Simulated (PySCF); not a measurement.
Radial density of Se+ (selenium, charge +1)

UHF, [Ar] 3d10 4s2 4p3, high-spin 4S determinant. Calculation: PySCF 2.14, in x2c-SVPall (5s4p3d, 32 functions); the spin-free X2C one-electron Hamiltonian (Gaussian nucleus).

```json
{"r (bohr)": "0.000632", "4πr²ρ (e/bohr)": "0.2098", "4πr²(ρα − ρβ)": "0.0000"}
{"r (bohr)": "0.00106", "4πr²ρ (e/bohr)": "0.5686", "4πr²(ρα − ρβ)": "0.0000"}
{"r (bohr)": "0.00179", "4πr²ρ (e/bohr)": "1.451", "4πr²(ρα − ρβ)": "0.0000"}
{"r (bohr)": "0.00301", "4πr²ρ (e/bohr)": "3.414", "4πr²(ρα − ρβ)": "0.0000"}
{"r (bohr)": "0.00506", "4πr²ρ (e/bohr)": "7.759", "4πr²(ρα − ρβ)": "0.0001"}
{"r (bohr)": "0.00851", "4πr²ρ (e/bohr)": "16.17", "4πr²(ρα − ρβ)": "0.0003"}
{"r (bohr)": "0.0143", "4πr²ρ (e/bohr)": "29.02", "4πr²(ρα − ρβ)": "0.0015"}
{"r (bohr)": "0.0241", "4πr²ρ (e/bohr)": "40.53", "4πr²(ρα − ρβ)": "0.0075"}
{"r (bohr)": "0.0405", "4πr²ρ (e/bohr)": "39.80", "4πr²(ρα − ρβ)": "0.0307"}
{"r (bohr)": "0.0681", "4πr²ρ (e/bohr)": "34.31", "4πr²(ρα − ρβ)": "0.0875"}
{"r (bohr)": "0.115", "4πr²ρ (e/bohr)": "47.10", "4πr²(ρα − ρβ)": "0.1071"}
{"r (bohr)": "0.193", "4πr²ρ (e/bohr)": "40.55", "4πr²(ρα − ρβ)": "-0.0182"}
{"r (bohr)": "0.324", "4πr²ρ (e/bohr)": "26.64", "4πr²(ρα − ρβ)": "0.1320"}
{"r (bohr)": "0.545", "4πr²ρ (e/bohr)": "31.48", "4πr²(ρα − ρβ)": "0.1506"}
{"r (bohr)": "0.917", "4πr²ρ (e/bohr)": "10.19", "4πr²(ρα − ρβ)": "0.2180"}
{"r (bohr)": "1.54", "4πr²ρ (e/bohr)": "3.700", "4πr²(ρα − ρβ)": "1.6661"}
{"r (bohr)": "2.59", "4πr²ρ (e/bohr)": "1.367", "4πr²(ρα − ρβ)": "0.9230"}
{"r (bohr)": "4.36", "4πr²ρ (e/bohr)": "0.1138", "4πr²(ρα − ρβ)": "0.1020"}
{"r (bohr)": "7.34", "4πr²ρ (e/bohr)": "7.267e-05", "4πr²(ρα − ρβ)": "0.0001"}
```

Densities and radii are taken from the X2C orbitals without a picture-change correction, which distorts them close to the nucleus.

Question: Where is the radial spin density 4πr²(ρα − ρβ) most negative, and why is it negative at all?

Answer: Around r = 0.193 bohr, down to -0.0182 e/bohr: exchange with the open shell polarises the paired shells in an unrestricted calculation.
